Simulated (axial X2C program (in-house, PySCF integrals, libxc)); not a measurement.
# Levels of BeIn by electron attachment to BeIn⁺ (EOM-EA-CCSD)

Calculated with an axial X2C code built on PySCF integrals: two-component X2C with atomic mean-field Coulomb and Gaunt terms, Gaussian nuclei, basis In dyall-acv3z, Be dyall-acv3z with contracted cores.

R = 2.393 Å (0.920 times 2.601 Å, the PBE0 minimum at charge 0 for the lowest determinant).

Levels of BeIn obtained by attaching an electron to BeIn⁺:

| Ω | binding energy (eV) | above lowest (cm⁻¹) | attached spinor | one-particle weight |
| --- | --- | --- | --- | --- |
| 1/2 | 5.921 | 0 | 48% In pπ, 39% Be pπ | 0.94 |
| 3/2 | 5.804 | 946 | 48% In pπ, 43% Be pπ | 0.94 |
| 1/2 | 5.485 | 3518 | 48% Be pσ, 23% In pσ, 13% Be sσ | 0.93 |
| 1/2 | 3.559 | 19047 | 35% Be pπ, 22% In pπ, 22% In dπ | 0.84 |
| 3/2 | 3.501 | 19515 | 32% Be pπ, 25% In pπ, 22% In dπ | 0.83 |

**Question.** Take the first Ω = 1/2 and Ω = 3/2 rows of π character: how far apart are they, and which lies lower?

**Answer.** E(3/2) − E(1/2) = 946 − 0 = 946 cm⁻¹ at EOM-EA-CCSD: regular, Ω = 1/2 lower. Splittings at this level can be off by ten to twenty per cent.

This point took 14 s on 1 thread of AMD EPYC 9R45 96-Core Processor (Zen 5), with other jobs on the host.

Reference electrons by ω block (each with its −ω partner): 1/2: 17, 3/2: 7, 5/2: 2. 14 electrons of BeIn⁺ correlated (inner shells frozen), 92 natural virtual spinors (a truncated set); levels can be off by some tenths of an eV. Roots sought by Ω: (1/2: 5, 3/2: 4, 5/2: 2, 7/2: 1); rows need 60 % one-particle weight and stop where some Ω has no more roots. Missing are any skipped roots, higher Ω and states of a further excitation; these come out far too high here and may in truth be low or lowest. T1 of the reference 0.014 (Lee–Taylor). The reference was not checked to be the lowest state of its species. Number of frozen shells: In 4 s, 3 p, 1 d; Be 1 s. Large amplitudes in the reference (orbital relaxation or multireference character) lower the reliability.
